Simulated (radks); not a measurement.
Results of a calculation; reference values are marked as such.
All-electron atom: Pt38+ in [Kr] 4d4. Code: a radial shooting solver on a logarithmic mesh with Libxc functionals. Model: non-relativistic Kohn-Sham, TPSS, spin-polarised, spherical densities, point nucleus; open shells are filled with parallel spins first (spin-orbit coupling, left out, can overturn this in heavy ions); meta-GGA in the generalised Kohn-Sham scheme; relativity is left out, which matters for an element this heavy.

Unscreened Slater integrals over Kohn-Sham orbitals (cm^-1). They are taken over the spin-up orbitals.

\begin{tabular}{lr}
integral & value \\ \hline
F0(4d,4d) & 497190 \\
F2(4d,4d) & 254700 \\
F4(4d,4d) & 173840 \\
F0(4d,4p) & 489360 \\
F2(4d,4p) & 251500 \\
G1(4d,4p) & 306510 \\
G3(4d,4p) & 198330 \\
F0(4d,4s) & 487280 \\
G2(4d,4s) & 234930 \\
F0(4d,3d) & 636390 \\
F2(4d,3d) & 187800 \\
F4(4d,3d) & 94237 \\
G0(4d,3d) & 58713 \\
G2(4d,3d) & 75282 \\
G4(4d,3d) & 59598 \\
F0(4p,4p) & 483490 \\
F2(4p,4p) & 253310 \\
F0(4p,4s) & 481520 \\
G1(4p,4s) & 325080 \\
F0(4p,3d) & 615280 \\
F2(4p,3d) & 172310 \\
G1(4p,3d) & 55544 \\
G3(4p,3d) & 55902 \\
F0(4s,4s) & 479870 \\
F0(4s,3d) & 608280 \\
G2(4s,3d) & 52896 \\
F0(3d,3d) & 1169800 \\
F2(3d,3d) & 601020 \\
F4(3d,3d) & 387840 \\
\end{tabular}

Derived for the open shells (J is the average intra-shell exchange parameter used in DFT+U). 4d: Racah B = F2/49 - 5 F4/441 = 3227 cm^-1, C = 35 F4/441 = 13800 cm^-1, C/B = 4.28, F4/F2 = 0.683, J = (F2 + F4)/14 = 30610 cm^-1.
